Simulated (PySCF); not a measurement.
Computed IR spectrum (relative IR intensity) of a molecule C4H7O, multiplicity 2. Geometry: PBE-D3(BJ)/def2-SVP. The values are those of a single conformer. Calculation: PBE-D3(BJ)/def2-SVP in PySCF. No scaling factor is applied to the harmonic values.

Lines under 2 % of the strongest are left out, and lines within 2 cm⁻¹ are merged.

```
ν (cm⁻¹)  relative intensity
--------  ------------------
245                      8.7
397                      6.2
471                      4.7
577                       10
689                       14
758                       15
787                       35
997                      6.1
1072                     3.5
1174                      69
1317                      25
1345                      15
1377                      15
1400                      48
1411                      11
1419                      17
1599                     100
2955                      23
2986                      25
2993                      13
3073                     4.3
3076                      20
3079                      23
3202                     2.8
```

Task: Pick the molecule that these values belong to.
A. [CH2]C(=O)CC
B. [CH2]CC(C)=O
C. C[CH]C(C)=O
D. [CH]1CCCO1

Result: A, [CH2]C(=O)CC
